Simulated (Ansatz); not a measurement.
```yaml
crystal:
  periodic: [false, false, false]
  atoms:
    - {symbol: As, position_ang: [-0.751182, -2.710731, -1.288822]}
    - {symbol: As, position_ang: [-0.355143, 0.373152, 1.047295]}
    - {symbol: As, position_ang: [1.164426, 1.862749, 2.339393]}
    - {symbol: As, position_ang: [1.315512, -2.022682, -0.457974]}
    - {symbol: As, position_ang: [-1.459171, -0.577767, -1.905421]}
    - {symbol: As, position_ang: [0.715903, 0.251528, -1.143683]}
    - {symbol: As, position_ang: [-0.630346, 2.823750, 1.409221]}
basis:
  gaussian: {orbitals: def2-TZVPD, initial_orbitals: start.molden}
total_charge: -1
hamiltonian: {xc: pbe0, dispersion: d4}
scf: {omitted_lower_state_checks: [starts]}
output: {orbitals: {seedname: orbitals}}
```

The file start.molden holds the orbitals of an earlier run on this structure, at another level or in another basis.

```sh
$ ansatz run in.yaml --threads 4 --pin off --events-out ev --progress --plain --max-ram 4787MiB
```

(1) Does this run fit into the memory that it is given?

## Answers

(1) No. It has 378 basis functions, and Ansatz plans for 5.09 GiB where 4.67 GiB are given.
